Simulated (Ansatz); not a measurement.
Start from `BOC[SiH2]Br` and change one atom or group to get `BOCC`.

Ansatz, PBE0-D4/def2-TZVP geometries, multiplicity 1. Each molecule was computed in one conformer, which needn't be the lowest.

Scalar relativity is left out up to krypton.

```
                                          property  `BOC[SiH2]Br`
                HOMO energy (PBE0/def2-TZVPP) / eV          -8.36
           HOMO–LUMO gap (ωB97M-V/def2-TZVPP) / eV          11.92
                 HOMO energy (PBE/def2-TZVPP) / eV          -7.11
size of the dipole moment (ωB97M-V/def2-TZVPP) / D           2.25
               LUMO energy (B3LYP/def2-TZVPP) / eV          -0.74
               HOMO–LUMO gap (PBE/def2-TZVPP) / eV           5.62
```

Question: What does the change do to each property? (An estimate is asked.)

Answer: Ansatz gave: 
```tsv
property	`BOCC`	shift
HOMO energy (PBE0/def2-TZVPP) / eV	-8.52	-0.16
HOMO–LUMO gap (ωB97M-V/def2-TZVPP) / eV	12.40	0.48
HOMO energy (PBE/def2-TZVPP) / eV	-7.04	0.07
size of the dipole moment (ωB97M-V/def2-TZVPP) / D	1.78	-0.47
LUMO energy (B3LYP/def2-TZVPP) / eV	-0.57	0.17
HOMO–LUMO gap (PBE/def2-TZVPP) / eV	5.73	0.11
```

With PBE0 the HOMO falls by 0.16 eV and the LUMO rises by 0.17 eV, so the gap widens by about 0.33 eV. PBE moves the HOMO by 0.07 eV and ωB97M-V by -0.31 eV. Dipoles are sizes alone; their direction can turn.

B3LYP here is the variant with VWN-RPA as its local correlation; programs differ in this.

Spin–orbit coupling is left out; it splits and shifts lone-pair levels of the heavy atoms by tenths of an eV.
